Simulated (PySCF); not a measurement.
**SbCl⁺ at UHF-SCS-MP2**

Level: UHF-SCS-MP2. PySCF, scalar-relativistic core potentials, basis sets Sb def2-SVP with ECP28, Cl def2-SVP.

| Property | Result |
| --- | --- |
| state | ²Π (doublet), unpaired electrons π ↑ |
| bond length | 2.277 Å |
| harmonic wavenumber | 450 cm⁻¹ |
| force constant | 3.23 mdyn/Å |
| rotational constant Be | 0.1198 cm⁻¹ |
| anharmonicity ωexe | 1.05 cm⁻¹ |
| vibration–rotation constant αe | 0.000412 cm⁻¹ |
| well depth De to Sb⁺ + Cl | 2.85 eV |
| dissociation energy D0 | 2.82 eV |

Correlated steps freeze 9 core orbitals. Correlated levels converge slowly with the basis: in double zeta they bind strong bonds too weakly, by up to about 1 eV, and carry superposition errors of some tenths. These are scalar-relativistic numbers at best; spin–orbit coupling would shift them, the dissociation energy most. For an ion De counts to the pair picked by the measured ionisation energies or electron affinities, which need not be the lowest pair at this level. The state is the lowest determinant that a PBE0 search found; another state may lie lower at other levels.
